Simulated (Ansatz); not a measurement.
Cost and result for the atomization energy of `[F][Al]([GaH2])[SiH2][SiH3]` (12 atoms, 11 bonds).

```xyz
12

F    -1.1255   -3.2008   -1.0577
Al   -0.7660   -1.6694   -0.5446
Ga   -1.6601   -0.3949    1.4283
Si    0.8942   -0.2207   -1.6410
Si    1.0484    1.1700    0.2418
H    -2.8802    0.5913    1.2829
H    -1.0449   -0.5816    2.8666
H     0.3159    0.6040   -2.7426
H     2.2498   -0.6852   -2.0451
H     1.9466    0.6021    1.2814
H    -0.3324    1.1748    0.8880
H     1.3544    2.6103    0.0419
```

Total charge 0; spin multiplicity 1. Correlated methods include outer-core shells of Ga, which these sets cover unevenly. Scalar relativity is left out up to krypton. The structure was optimised at the PBE0-D4/def2-TZVP level. It is one conformer, not always the lowest. Program: Ansatz. All runs use 2 threads of an AMD EPYC 7R13 on a shared host and a share of an NVIDIA H100 80 GB. Times are those of one run each, without the atoms' runs, and a repeat can differ threefold. Electronic energies, without spin–orbit coupling; frozen cores. CCSD(T)/CBS adds CCSD(T) − MP2 in def2-TZVPP to the MP2 limit, and its time is that of the two runs behind it. T1 = 0.015. With those shells the extrapolation isn't a true limit. B3LYP takes the VWN-RPA correlation (the form of Gaussian; ORCA's B3LYP/G). HSE06 is the plane-wave form, built on full-range PBE exchange.

CCSD(T)/CBS is a level of theory with its own doubt, some kJ/mol a heavy atom from the limit and from the frozen cores, so smaller differences don't rank the functionals.

```tsv
level	functions	wall time	atomization (kJ/mol)	difference from CCSD(T)/CBS	per bond
B2PLYP/def2-TZVPP	303	5.5 s	3289.5	-86.3	-7.8
ωB97M-V/def2-TZVPP (with forces)	303	5.5 s	3343.3	-32.5	-3.0
PBE-D4/def2-TZVPP (with forces)	303	7 s	3327.8	-48.0	-4.4
r2SCANh-D4/def2-TZVPP	303	7 s	3358.7	-17.1	-1.6
CAM-B3LYP-D4/def2-TZVPP	303	7 s	3351.5	-24.3	-2.2
PBE-QIDH/def2-TZVPP	303	7 s	3317.5	-58.3	-5.3
CCSD(T)/def2-SVP	135	7 s	3135.8	-240.0	-21.8
HSE06-D4/def2-TZVPP	303	7.5 s	3312.3	-63.5	-5.8
PBE0-D4/def2-TZVPP	303	8 s	3312.0	-63.8	-5.8
MP2/def2-QZVPP	566	9.5 s	3332.9	-42.9	-3.9
B3LYP-D4/def2-TZVPP (with forces)	303	11 s	3331.3	-44.5	-4.0
CCSD(T)/def2-TZVPP	303	11 s	3294.5	-81.3	-7.4
CCSD(T)/CBS(def2)	–	21 s	3375.8	0.0	0.0
```

At CCSD(T), def2-SVP lies −240.0 kJ/mol from the extrapolated value and def2-TZVPP −81.2 kJ/mol: correlation converges slowly with the basis, and small sets miss more of it in the bonded molecule than in its fragments. From r2SCAN to r2SCAN0 (25 % exact exchange), in def2-TZVPP and without D4, the atomization energy moves by −39.2 kJ/mol: exact exchange takes away binding that semilocal exchange gives to molecules. Leaving LDA and LC-ωPBE aside and taking each functional with its dispersion term where it has one, the values, not all of them listed here, spread over 133.4 kJ/mol, from revPBE-D4 to B97M-V. LDA lies +442.3 kJ/mol from PBE without D4, its usual overbinding.
